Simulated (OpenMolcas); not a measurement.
# What dynamic correlation does to the levels of Ni

```
Program             : OpenMolcas
Basis               : ANO-RCC-VTZP [6s5p3d2f1g]
Scalar Hamiltonian  : DKH2, point nucleus
Active space        : 8 electrons in 5 orbitals (3d)
State averaging     : 2S+1 = 3 even, 10 roots; 2S+1 = 1 even, 15 roots (14 in the spin-orbit step)
Spin-orbit coupling : state interaction with AMFI integrals over the reference wave functions, term energies averaged over their components
```

Methods on the same reference wave functions:
A. CASSCF
B. SS-CASPT2, IPEA 0.25 Eh, imaginary shift 0.1 Eh (closed shells correlated: 3s 3p 4s)
C. XMS-CASPT2, IPEA 0.25 Eh, imaginary shift 0.1 Eh (closed shells correlated: 3s 3p 4s)

Energies in cm-1 above 3d8 4s2 3F4.

```csv
Level,A,B,C
3d8 4s2 3F4,0.0,0.0,0.0
3d8 4s2 3F3,1327,1330,1330
3d8 4s2 3F2,2240,2210,2220
3d8 4s2 1D2,16745,12550,13370
3d8 4s2 3P2,20303,16030,16540
3d8 4s2 3P1,20686,16410,16880
3d8 4s2 3P0,21014,16740,17210
3d8 4s2 1G4,25962,22120,22550
```

Between B and C the level of the table that moves most is 3d8 4s2 1D2, by 820 cm-1 (lowest in B, highest in C). Moves below CASPT2's spread within the term are not significant.

From A to B the spin-free energies of the other terms of 3d8 4s2 shown, above 3F, scale by factors of 0.74 to 0.85, as is usual when dynamic correlation screens the repulsion within a d or f shell.

The lowest spin-free term lies below A's lowest term by 0.714 hartree in B, 0.722 hartree in C.

CASPT2 does not keep the components of a term degenerate, so their means are used; among the terms shown or strongly mixed into the levels shown the widest spread is 1100 cm-1 (3d8 4s2 3F, C). Some high roots are left out of the spin-orbit mixing, which shifts the levels that they would mix with. With the s shell closed, the reference lacks s² → p², s² → d² and s → d mixing, so excited terms can stand far too high and out of order, with CASPT2 too. Without dynamic correlation excited terms often stand tens of per cent too high (terms of higher spin than the ground term too low), and those without a measured partner can miss by more than the paired ones (holds for A). Only configurations of the active space appear.
